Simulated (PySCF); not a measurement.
One of the candidates below gave these computed data.

All candidates are C8H9F3.

| technique | computed result |
| --- | --- |
| Dipole | 2.38 D [PBE0/pcSseg-1] |
| 1H NMR | chemical shifts (computed TMS as zero) by class: 6.58 (1 H), 5.75 (1 H), 3.24 (2 H), 2.22 (2 H), 1.10 (3 H) ppm [GIAO PBE0/pcSseg-1] |
| 13C NMR | chemical shifts (computed TMS as zero) by class: 158.6 (1 C), 134.5 (1 C), 114.5 (1 C), 91.5 (1 C), 86.6 (1 C), 33.2 (1 C), 30.2 (1 C), 16.8 (1 C) ppm [GIAO PBE0/pcSseg-1] |
| Rotational structure | rotational constants A, B, C: 2.743, 0.349, 0.334 GHz [GFN2-xTB] |
| NMR, other nuclei | isotropic shieldings of nuclei other than C and H, by class: 251 (3 F) ppm [GIAO PBE0/pcSseg-1] |

The electronic properties come from PySCF, for the isolated species, density fitting. Levels stand in brackets. Geometry: GFN2-xTB, one conformer, isolated molecule. NMR values are class means; diastereotopic atoms form classes of their own.

Question: Which candidate is it?
A. `C=C(/C=C/C)C(=C)C(F)(F)F`
B. `FC(F)=C(F)[C@]12CC[C@H](C1)C2`
C. `CC/C=C/C#CCC(F)(F)F`
D. `C=C[C@@H]1CC(=C)[C@H]1C(F)(F)F`
E. `C=C/C=C/C(=C)CC(F)(F)F`

Answer: C. It is `CC/C=C/C#CCC(F)(F)F`. Numbering: `[CH3:1][CH2:2]/[CH:3]=[CH:4]/[C:5]#[C:6][CH2:7][C:8]([F:9])([F:10])[F:11]`. Its formula, C8H9F3, gives 3 degrees of unsaturation: 0 rings and 3 π bonds in the structure found. 8 carbons fall into 8 classes; from least to most shielded: alkene CH carbon [C3] (158.6 ppm), CF3 carbon [C8] (134.5 ppm), alkene CH carbon [C4] (114.5 ppm), alkyne carbon [C5] (91.5 ppm), alkyne carbon [C6] (86.6 ppm), allylic carbon [C2] (33.2 ppm), propargylic carbon [C7] (30.2 ppm), methyl carbon [C1] (16.8 ppm). Hydrogen classes from least to most shielded: 1 H on an alkene CH carbon, C3 (6.58 ppm), 1 H on an alkene CH carbon, C4 (5.75 ppm), 2 H on a propargylic carbon, C7 (3.24 ppm), 2 H on an allylic carbon, C2 (2.22 ppm), 3 H on a methyl carbon, C1 (1.10 ppm). The other shieldings belong to: 251 ppm, fluorine of a CF3 group [F9/F10/F11]. The optimised geometry has point group C1 and is an asymmetric top.

The others, at the same levels:
- `C=C/C=C/C(=C)CC(F)(F)F` fails: its computed 13C shifts are 145.7 (1 C), 144.6 (1 C), 140.9 (1 C), 140.6 (1 C), 134.9 (1 C), 131.6 (1 C), 127.4 (1 C), 40.9 (1 C) ppm, 1H shifts are 6.72 (1 H), 6.59 (1 H), 6.52 (1 H), 5.70 (1 H), 5.69 (1 H), 5.63 (1 H), 5.60 (1 H), 2.99 (2 H) ppm and rotational constant A is 1.671 GHz (against 2.743 GHz).
- `C=C(/C=C/C)C(=C)C(F)(F)F` fails: its computed 13C shifts are 147.6 (1 C), 147.2 (1 C), 139.4 (1 C), 139.3 (1 C), 132.9 (1 C), 131.3 (1 C), 122.8 (1 C), 22.4 (1 C) ppm, 1H shifts are 6.47 (1 H), 6.45 (1 H), 6.25 (1 H), 5.94 (1 H), 5.61 (1 H), 5.49 (1 H), 2.00 (3 H) ppm and rotational constant A is 1.927 GHz (against 2.743 GHz).
- `C=C[C@@H]1CC(=C)[C@H]1C(F)(F)F` fails: its computed 13C shifts are 149.6 (1 C), 148.0 (1 C), 135.9 (1 C), 122.6 (1 C), 121.7 (1 C), 54.2 (1 C), 38.2 (1 C), 37.0 (1 C) ppm, 1H shifts are 6.20 (1 H), 5.78 (1 H), 5.55 (1 H), 5.46 (1 H), 5.35 (1 H), 3.15 (1 H), 3.08 (1 H), 2.95 (1 H), 2.52 (1 H) ppm and rotational constant A is 1.436 GHz (against 2.743 GHz).
- `FC(F)=C(F)[C@]12CC[C@H](C1)C2` fails: it has 7 carbon classes against 8; its computed 13C shifts are 167.9 (1 C), 139.9 (1 C), 48.7 (1 C), 43.0 (2 C), 37.9 (1 C), 30.9 (1 C), 30.9 (1 C) ppm, 1H shifts are 2.34 (1 H), 2.07 (2 H), 1.92 (2 H), 1.81 (2 H), 0.99 (2 H) ppm and rotational constant A is 2.187 GHz (against 2.743 GHz).

Each candidate is one conformer, not necessarily the lowest. Dipoles, sizes and rotational constants follow the conformer. The torsions of the flexible species, by atom-mapped SMILES:
- `[CH3:1][CH2:2]/[CH:3]=[CH:4]/[C:5]#[C:6][CH2:7][C:8]([F:9])([F:10])[F:11]`: C1–C2–C3–C4 -119°, C6–C7–C8–F9 180°
- `[CH2:1]=[CH:2]/[CH:3]=[CH:4]/[C:5](=[CH2:6])[CH2:7][C:8]([F:9])([F:10])[F:11]`: C1–C2–C3–C4 180°, C3–C4–C5–C6 178°, C4–C5–C7–C8 87°, C5–C7–C8–F9 179°
- `[CH2:1]=[C:2](/[CH:3]=[CH:4]/[CH3:5])[C:6](=[CH2:7])[C:8]([F:9])([F:10])[F:11]`: C1–C2–C3–C4 -164°, C1–C2–C6–C7 -132°, C2–C6–C8–F9 157°
- `[CH2:1]=[CH:2][C@@H:3]1[CH2:4][C:5](=[CH2:6])[C@H:7]1[C:8]([F:9])([F:10])[F:11]`: C1–C2–C3–C4 -133°, C5–C7–C8–F9 -71°

The conformers of `FC(F)=C(F)[C@]12CC[C@H](C1)C2` aren't listed.
